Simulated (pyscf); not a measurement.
**`[CH2][N]([CH3])[SiH3]`, doublet**

Gas-phase minimum from PySCF at ωB97X-D3(BJ)/def2-SVP, one conformer. Other isomers of •H₂C–N(CH₃)–SiH₃ were not searched in full and may lie lower. 

```xyz
12

C     -1.9238     0.3796     0.2270
N     -0.7503    -0.2801    -0.1200
C     -0.4337    -1.4899     0.6206
Si     0.0417     0.0778    -1.6425
H     -2.1223     1.3445    -0.2471
H     -2.3528     0.1679     1.2107
H      0.5690    -1.8533     0.3489
H     -1.1605    -2.2998     0.4240
H     -0.4368    -1.2854     1.7054
H      1.4582    -0.3718    -1.5310
H     -0.0378     1.5475    -1.8688
H     -0.5803    -0.6150    -2.8137
```
Charge 0, spin multiplicity 2.

Bonds (Å): C1–N2 1.390, C1–H5 1.093, C1–H6 1.094, N2–C3 1.453, N2–Si4 1.753, C3–H7 1.101, C3–H8 1.106, C3–H9 1.104, Si4–H10 1.490, Si4–H11 1.489, Si4–H12 1.496. Bond angles (°): N2–C1–H5 117.6, N2–C1–H6 117.6, H5–C1–H6 119.3, C1–N2–C3 116.9, C1–N2–Si4 120.1, C3–N2–Si4 120.9, N2–C3–H7 110.3, N2–C3–H8 112.1, N2–C3–H9 110.2, H7–C3–H8 108.2, H7–C3–H9 107.8, H8–C3–H9 108.0, N2–Si4–H10 107.6, N2–Si4–H11 108.0 (the first ones only).

Properties at ωB97X-D3(BJ)/def2-SVP:

| Quantity | Value |
|---|---|
| Harmonic wavenumbers, unscaled | 102, 146, 220, 281, 299, 387, 527, 690, 705, 725, 938, 981, 982, 1038, 1106, 1140, 1316, 1370, 1450, 1470, 1487, 1513, 2228, 2265, 2272, 3033, 3110, 3160, 3160, 3286 cm⁻¹ |
| Zero-point energy | 59.2 kcal/mol |
| Rotational symmetry number | 1 |
| Entropy of this conformer at 298 K and 1 atm, rigid rotor and harmonic oscillator, modes under 100 cm⁻¹ raised to 100 | 333.4 J/(mol K) |
| Dipole moment | 0.97 D |
| Spin expectation value S2 | 0.753 |

Single-point totals, which compare only within one level:

| level | total energy (hartree) |
|---|---|
| ωB97X-D3(BJ)/def2-TZVP | -425.37063 |
| PBE/def2-TZVP | -424.93831 |
| r²SCAN/def2-TZVP | -425.16688 |
| B3LYP-D3(BJ)/def2-TZVP | -425.32312 |
| PBE0-D3(BJ)/def2-TZVP | -424.99483 |
| M06-2X/def2-TZVP | -425.18397 |
| ωB97M-D3(BJ)/def2-TZVP | -425.34984 |

Soft torsions are taken as harmonic, which can shift the entropy by several J/(mol K).
